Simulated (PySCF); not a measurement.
**Circular dichroism: SMILES [C@@H]1(OC)C[C@@H]1Br, C4H7BrO**

Cartesian coordinates in Å; atom numbers follow the order of the lines, from 1:
```xyz
13

C     1.981   -0.177    0.019
O     0.752   -0.796   -0.294
C    -0.318   -0.306    0.432
C    -1.686   -0.542   -0.126
C    -1.127    0.848   -0.102
Br   -0.596    1.642   -1.767
H     2.729   -0.658   -0.607
H     2.236   -0.324    1.075
H     1.961    0.896   -0.198
H    -0.179   -0.342    1.514
H    -1.730   -1.043   -1.081
H    -2.495   -0.786    0.546
H    -1.534    1.588    0.571
```

Computed, not measured: TDDFT wB97X-D/aug-cc-pVDZ circular dichroism and optical rotation, one conformer, gas phase in PySCF. Geometry: GFN2-xTB.

The molecule is flexible and this is one conformer; a measurement averages over conformers. The calculation is non-relativistic, which matters for the atoms heavier than Zn.

(1) What are the CIP labels of the stereocentres?

(2) Which excitations and rotatory strengths does the calculation give?

Results:

(1) C3 R, C5 S.

(2) Rotatory strengths R in 10⁻⁴⁰ esu² cm², velocity form and length form (origin at the centre of mass); f in length form.
| state | E (eV) | λ (nm) | f | R (velocity) | R (length) | main |
| --- | --- | --- | --- | --- | --- | --- |
| 1 | 5.74 | 216 | 0.004 | -1.3 | -1.4 | HOMO→LUMO+4 0.49, HOMO→LUMO+2 0.21 |
| 2 | 6.20 | 200 | 0.004 | +2.9 | +2.8 | HOMO−1→LUMO+4 0.54, HOMO−1→LUMO+2 0.21 |
| 3 | 6.59 | 188 | 0.019 | -10.4 | -10.1 | HOMO→LUMO 0.77 |
| 4 | 6.97 | 178 | 0.014 | +7.8 | +7.9 | HOMO−2→LUMO+4 0.38, HOMO−2→LUMO+2 0.15 |
| 5 | 7.19 | 173 | 0.004 | -2.3 | -2.3 | HOMO→LUMO+1 0.67, HOMO→LUMO+3 0.09 |
| 6 | 7.20 | 172 | 0.014 | +5.6 | +5.5 | HOMO→LUMO+3 0.35, HOMO→LUMO+4 0.10 |
| 7 | 7.30 | 170 | 0.011 | -9.2 | -9.3 | HOMO−1→LUMO 0.48, HOMO→LUMO+3 0.10 |
| 8 | 7.31 | 170 | 0.023 | +20.9 | +21.1 | HOMO→LUMO+2 0.42, HOMO→LUMO+4 0.21 |
| 9 | 7.72 | 161 | 0.019 | -13.5 | -13.2 | HOMO−1→LUMO+3 0.35, HOMO−3→LUMO 0.11 |
| 10 | 7.87 | 158 | 0.021 | -11.4 | -11.4 | HOMO→LUMO+6 0.29, HOMO→LUMO+10 0.09 |
| 11 | 7.90 | 157 | 0.019 | +8.7 | +9.2 | HOMO→LUMO+5 0.39, HOMO−2→LUMO+3 0.09 |
| 12 | 7.94 | 156 | 0.004 | -9.1 | -9.3 | HOMO−1→LUMO+2 0.19, HOMO−3→LUMO+4 0.14 |
| 13 | 7.95 | 156 | 0.023 | +4.9 | +4.9 | HOMO−1→LUMO+2 0.25, HOMO→LUMO+5 0.13 |
| 14 | 8.03 | 154 | 0.028 | +18.1 | +18.0 | HOMO→LUMO+7 0.25, HOMO−2→LUMO 0.14 |
| 15 | 8.08 | 153 | 0.041 | +31.7 | +31.8 | HOMO→LUMO+7 0.28, HOMO−1→LUMO+1 0.12 |
| 16 | 8.11 | 153 | 0.026 | +8.9 | +8.7 | HOMO−1→LUMO+1 0.34, HOMO−1→LUMO+4 0.12 |

Among the states computed, the strongest CD band (largest |R|) is state 15. The largest dissymmetry factor in size, g = 4R/(D+G), with D and G the electric and magnetic dipole strengths, is -0.031 for state 12 (velocity form, f = 0.004), among bands with |R| over 0.5. The mirror image has the same energies and oscillator strengths and all R with the opposite sign.
